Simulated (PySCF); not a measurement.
Parent: `[CH3:1][CH2:2][C@H:3]([CH3:4])[N:5]([NH:6][CH3:7])[CH:8]1[CH2:9][CH2:10]1` with C1–C2–C3–C4 -171°, C2–C3–N5–N6 69°, C3–N5–N6–C7 -141°, C3–N5–C8–C9 142°, C8H18N2.

The calculation used PBE0-D3(BJ)/def2-SVP geometry optimisation, gas phase in PySCF 2.14.0. One conformer each, not checked by frequencies here.

```json
{"coordinate of the parent": "C1–C2", "value": "1.519 Å"}
{"coordinate of the parent": "C2–C3", "value": "1.526 Å"}
{"coordinate of the parent": "C3–C4", "value": "1.526 Å"}
{"coordinate of the parent": "C3–N5", "value": "1.466 Å"}
{"coordinate of the parent": "N5–N6", "value": "1.398 Å"}
{"coordinate of the parent": "N6–C7", "value": "1.443 Å"}
{"coordinate of the parent": "N5–C8", "value": "1.426 Å"}
{"coordinate of the parent": "C8–C9", "value": "1.503 Å"}
{"coordinate of the parent": "C9–C10", "value": "1.498 Å"}
{"coordinate of the parent": "C8–C10", "value": "1.497 Å"}
{"coordinate of the parent": "C1–C2–C3", "value": "113.5°"}
{"coordinate of the parent": "C2–C3–C4", "value": "111.7°"}
{"coordinate of the parent": "C2–C3–N5", "value": "109.8°"}
{"coordinate of the parent": "C4–C3–N5", "value": "113.3°"}
{"coordinate of the parent": "C3–N5–N6", "value": "111.7°"}
{"coordinate of the parent": "C3–N5–C8", "value": "115.3°"}
{"coordinate of the parent": "N6–N5–C8", "value": "114.5°"}
{"coordinate of the parent": "N5–N6–C7", "value": "114.6°"}
{"coordinate of the parent": "N5–C8–C9", "value": "119.1°"}
{"coordinate of the parent": "N5–C8–C10", "value": "118.4°"}
{"coordinate of the parent": "C9–C8–C10", "value": "59.9°"}
{"coordinate of the parent": "C8–C9–C10", "value": "59.8°"}
{"coordinate of the parent": "C8–C10–C9", "value": "60.2°"}
```

Question: How does the shared frame change in `[CH3:1][NH:2][N:3]([CH:4]1[CH2:5][CH2:6]1)[C:7]([CH3:8])([CH3:9])[CH3:10]` with C1–N2–N3–C4 -97°, N2–N3–C4–C5 75°, C8H18N2? Atoms pair as C2 = C9, C3 = C7, C4 = C10, N5 = N3, N6 = N2, C7 = C1, C8 = C4, C9 = C5, C10 = C6 (parent first).

Answer: 
| parent | relative | value in the relative | change |
| --- | --- | --- | --- |
| C2–C3 | C9–C7 | 1.528 Å | +0.002 |
| C3–C4 | C7–C10 | 1.533 Å | +0.007 |
| C3–N5 | C7–N3 | 1.486 Å | +0.020 |
| N5–N6 | N3–N2 | 1.405 Å | +0.007 |
| N6–C7 | N2–C1 | 1.442 Å | -0.001 |
| N5–C8 | N3–C4 | 1.429 Å | +0.003 |
| C8–C9 | C4–C5 | 1.503 Å | 0.000 |
| C9–C10 | C5–C6 | 1.496 Å | -0.002 |
| C8–C10 | C4–C6 | 1.499 Å | +0.002 |
| C2–C3–C4 | C9–C7–C10 | 109.6° | -2.1 |
| C2–C3–N5 | C9–C7–N3 | 107.4° | -2.4 |
| C4–C3–N5 | C10–C7–N3 | 111.6° | -1.7 |
| C3–N5–N6 | C7–N3–N2 | 110.5° | -1.2 |
| C3–N5–C8 | C7–N3–C4 | 116.3° | +1.0 |
| N6–N5–C8 | N2–N3–C4 | 112.3° | -2.2 |
| N5–N6–C7 | N3–N2–C1 | 114.7° | +0.1 |
| N5–C8–C9 | N3–C4–C5 | 119.1° | 0.0 |
| N5–C8–C10 | N3–C4–C6 | 120.8° | +2.4 |
| C9–C8–C10 | C5–C4–C6 | 59.8° | -0.1 |
| C8–C9–C10 | C4–C5–C6 | 60.0° | +0.2 |
| C8–C10–C9 | C4–C6–C5 | 60.3° | +0.1 |

Of the parent's bonds, C3–N5 changes most (+0.020 Å). Bonds of the relative outside the shared frame: C7–C8 1.527 Å. Point group C1 → C1.
